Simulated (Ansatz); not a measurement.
# Four-centre ligand exchange

Start structure (BH5SO2, closed shell), relaxed at PBE0-D4/def2-TZVP:

```
9
angstrom
B -0.6747 0.1403 -0.4496
S 0.3670 1.6043 -0.1152
O -1.8445 0.2928 -1.1219
O -0.2939 -1.1007 -0.0351
H 2.2356 -0.5179 1.6660
H 2.4434 -1.2250 1.5386
H -0.4678 2.4806 -0.6928
H -2.3021 -0.5461 -1.2336
H 0.5371 -1.1284 0.4439
```

The step: BH₃SO₂ ([OH][B]([OH])[SH]) + H₂ → BH₃O₂ ([OH][BH][OH]) + H₂S; bonds formed: B1–H6, S2–H5; bonds broken: B1–S2, H5–H6. Computed with Ansatz 0.2.0 (basis: def2-TZVPP and def2-QZVPP); correlated methods freeze the cores. Extrapolation: Hartree–Fock as exp(−7.88 √X), correlation as X^−2.97. Energies below are by CCSD(T) at an estimated basis limit (MP2 extrapolated from triple and quadruple zeta, plus CCSD(T) − MP2 in triple zeta).

Q: What are the electronic barrier and the energy of the step, from the start structure to the end structure? (An estimate is asked for; the value comes from the calculation.)

A: Computed: Barrier 2.181 eV; step energy 0.297 eV (uphill); reverse barrier, their difference, 1.884 eV. Barrier and step energy count from the start structure, the reverse barrier from the end structure.

The saddle point: One imaginary mode of 1021i cm⁻¹.
| pair | start (Å) | saddle (Å) | end (Å) |
| --- | --- | --- | --- |
| B1–H6 | 3.94 | 1.36 | 1.20 |
| S2–H5 | 3.34 | 1.68 | 1.34 |
| B1–S2 | 1.83 | 2.19 | 4.44 |
| H5–H6 | 0.75 | 1.01 | 4.56 |

Zero-point energy (harmonic, PBE0-D4): ZPE is 1.511 eV at the start and 1.565 eV at the saddle, so the barrier goes from 2.181 to 2.235 eV.

T1 diagnostic: at most 0.013.

Labels in which every atom is bracketed show which atoms are joined, not bond orders.

For scale, one of the runs: CCSD(T)/def2-TZVPP, 205 basis functions, launched by `ansatz run in.yaml --threads 4 --pin off --events-out ev --progress --plain --max-ram 9574MiB`. Hardware: 4 CPU threads of an AMD EPYC, shared host. Wall time 77 s; peak host memory 2.8 GiB.
